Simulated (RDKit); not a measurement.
Input for RDKit: MMFF94 on CH6OSi (SMILES CO[SiH3]), a point of a torsion scan.

```python
from rdkit import Chem
from rdkit.Chem import AllChem, rdDetermineBonds

blocks = [
'''9

C     1.31609371   -0.05911189    0.12788971
O     0.47579937   -0.09642502   -0.98197812
Si   -0.82170133   -1.02788190   -1.25605791
H     1.79463165   -1.02865203    0.28990859
H     2.08561989    0.69262665   -0.05441982
H     0.76077467    0.20935474    1.03054072
H    -0.47097113   -2.45215742   -1.23308511
H    -1.17871700   -0.53334897   -2.57379753
H    -1.85886974   -0.81126883   -0.24141105
''',
]
mol = None
for b in blocks:
    f = Chem.MolFromXYZBlock(b)
    rdDetermineBonds.DetermineBonds(f, charge=0)
    mol = f if mol is None else Chem.CombineMols(mol, f)
Chem.SanitizeMol(mol)
print(Chem.MolToSmiles(Chem.RemoveHs(mol)))
ff = AllChem.MMFFGetMoleculeForceField(mol, AllChem.MMFFGetMoleculeProperties(mol), nonBondedThresh=100.0, ignoreInterfragInteractions=False)
e = ff.CalcEnergy()
print(f'MMFF94 energy {e:.6f} kcal/mol')
```

It printed:

```
CO[SiH3]
MMFF94 energy -3.542701 kcal/mol
```

The run finished.

Cost: around 0.020 core-seconds (rough).
